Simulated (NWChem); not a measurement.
System: C2H7GaO; SMILES [GaH]([CH3])[O]C

Here is an NWChem input.

```
start job
memory heap 200 mb stack 900 mb global 1100 mb
geometry units angstroms noautoz
  Ga    -0.132720     0.339637     0.003033
  H     -1.693401     0.163492     0.003427
  C      0.968224     1.951751     0.002476
  H      0.751124     2.571148     0.886645
  H      0.758793     2.564525    -0.888171
  H      2.034428     1.684922     0.007887
  O      0.797405    -1.189784     0.002957
  C      0.267590    -2.477447     0.002586
  H      0.605630    -3.039164    -0.888138
  H      0.610256    -3.041345     0.890141
  H     -0.840868    -2.501488     0.005438
end
basis spherical
  * library 6-31g*
end
dft
  xc b3lyp
  iterations 150
end
tddft
  cis
  nroots 6
  notriplet
end
task tddft energy
```

Coordinates come from a PBE0/def2-SVP optimisation. B3LYP is NWChem's, with the RPA form of VWN correlation.

Vertical excitations in the gas phase.

Question: Predict the main results of this run. (B3LYP/6-31G* (spherical d), TDA.) Quantities: lowest excitation, singlet (eV); oscillator strength of that lowest state; lowest state with f > 0.02, singlet (eV); oscillator strength of that bright state; orbital gap (eV).

Answer: 
```json
{
 "lowest excitation, singlet (eV)": "5.27",
 "oscillator_strength_of_that_lowest_state": "0.003",
 "lowest state with f > 0.02, singlet (eV)": "5.80",
 "oscillator_strength_of_that_bright_state": "0.090",
 "orbital gap (eV)": "6.28"
}
```
